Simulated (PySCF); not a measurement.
Ga(H)(Me)(OH) (CH5GaO), SMILES [CH3][GaH][OH].

Coordinates come from a PBE0-D3(BJ)/def2-SVP optimisation. Other conformers were not sampled.

The numbers are results of TDA-M06-2X/def2-SVPD run with PySCF 2.14.0, not measurements.

Vertical excitations.  State labels are in the subgroup Cs.

```json
[
 {"state": "S1", "symmetry": "A\"", "energy (eV)": "5.86", "λ (nm)": "212", "f": "0.003", "main pairs": "HOMO→LUMO 99 %"},
 {"state": "S2", "symmetry": "A\"", "energy (eV)": "6.97", "λ (nm)": "178", "f": "0.015", "main pairs": "HOMO−2→LUMO 95 %"},
 {"state": "S3", "symmetry": "A'", "energy (eV)": "7.27", "λ (nm)": "170", "f": "0.029", "main pairs": "HOMO→LUMO+1 58 %, HOMO−1→LUMO 24 %"},
 {"state": "S4", "symmetry": "A'", "energy (eV)": "7.42", "λ (nm)": "167", "f": "0.027", "main pairs": "HOMO−1→LUMO 45 %, HOMO→LUMO+1 34 %, HOMO−2→LUMO+1 7 %, HOMO→LUMO+2 7 %"},
 {"state": "S5", "symmetry": "A\"", "energy (eV)": "7.67", "λ (nm)": "162", "f": "0.049", "main pairs": "HOMO−1→LUMO+1 62 %, HOMO−1→LUMO+2 20 %"},
 {"state": "S6", "symmetry": "A'", "energy (eV)": "7.76", "λ (nm)": "160", "f": "0.183", "main pairs": "HOMO→LUMO+2 71 %, HOMO−1→LUMO 17 %"},
 {"state": "S7", "symmetry": "A'", "energy (eV)": "8.18", "λ (nm)": "152", "f": "0.073", "main pairs": "HOMO−2→LUMO+1 42 %, HOMO→LUMO+3 38 %"},
 {"state": "S8", "symmetry": "A'", "energy (eV)": "8.35", "λ (nm)": "149", "f": "0.369", "main pairs": "HOMO→LUMO+3 50 %, HOMO−2→LUMO+1 24 %, HOMO→LUMO+2 10 %"},
 {"state": "S9", "symmetry": "A\"", "energy (eV)": "8.83", "λ (nm)": "140", "f": "0.000", "main pairs": "HOMO−1→LUMO+2 52 %, HOMO−1→LUMO+3 22 %"},
 {"state": "S10", "symmetry": "A'", "energy (eV)": "8.85", "λ (nm)": "140", "f": "0.027", "main pairs": "HOMO−2→LUMO+2 66 %"},
 {"state": "T1", "symmetry": "A\"", "energy (eV)": "5.46", "λ (nm)": "227", "f": "0", "main pairs": "HOMO→LUMO 97 %"},
 {"state": "T2", "symmetry": "A'", "energy (eV)": "6.43", "λ (nm)": "193", "f": "0", "main pairs": "HOMO−1→LUMO 93 %"},
 {"state": "T3", "symmetry": "A\"", "energy (eV)": "6.56", "λ (nm)": "189", "f": "0", "main pairs": "HOMO−2→LUMO 95 %"},
 {"state": "T4", "symmetry": "A'", "energy (eV)": "6.64", "λ (nm)": "187", "f": "0", "main pairs": "HOMO→LUMO+1 59 %, HOMO→LUMO+3 24 %"}
]
```
Triplets are in the Tamm–Dancoff approximation.
